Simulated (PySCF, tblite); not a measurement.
Task: Write Cartesian coordinates for `C=C[SiH2]OC(=C)C#CCCF` as optimised with GFN2-xTB.

Result: 
```xyz
22
C8H11FOSi angstrom
C      0.432    1.362   -1.812
C      1.598    1.034   -1.277
Si     2.112   -0.704   -0.754
O      0.993   -1.832   -1.126
C     -0.278   -2.036   -0.708
C     -1.004   -3.047   -1.186
C     -0.794   -1.122    0.249
C     -1.152   -0.293    1.043
C     -1.556    0.734    1.981
C     -0.608    1.932    1.912
F      0.618    1.604    2.433
H     -0.337    0.626   -1.989
H      0.184    2.373   -2.103
H      2.329    1.820   -1.124
H      3.198   -1.220   -1.580
H      2.400   -0.695    0.681
H     -2.012   -3.207   -0.854
H     -0.593   -3.723   -1.913
H     -1.547    0.327    2.996
H     -2.569    1.072    1.747
H     -0.988    2.768    2.509
H     -0.436    2.246    0.877
```

Orientation and origin are arbitrary. Atoms count from 1 in this order. The 6 C–C bonds span 1.202 Å (C7≡C8, drawn triple) to 1.529 Å (C9–C10, drawn single), a spread of 0.327 Å. Si3 (oxygen-bound silicon) is distorted tetrahedral (angles from 97.9° to 114.2°). O4 (silyl ether oxygen) is bent (angle 132.6°). Of the pairs four or more bonds apart, Si3···C8 is among the closest relative to their van der Waals radii: 3.75 Å, 99 % of the sum of Bondi's values.

Bonds between heavy atoms (Å): C1=C2 1.325, C2–Si3 1.887, Si3–O4 1.631, O4–C5 1.354, C5=C6 1.333, C5–C7 1.420, C7≡C8 1.202, C8–C9 1.448, C9–C10 1.529, C10–F11 1.372.

The geometry is computed with GFN2-xTB (gas phase).

Point group: C1 (no symmetry element, even within 0.4 Å). Its GFN2-xTB frequencies are all real (lowest 18 cm⁻¹). One conformer, not necessarily the lowest (C1–C2–Si3–O4 4°, C2–Si3–O4–C5 -64°, Si3–O4–C5–C6 179°, C8–C9–C10–F11 -70°). 3 starts were optimised and ended at 0.00, 1.11 and 1.31 kcal/mol (GFN2-xTB); the lowest of these is shown.
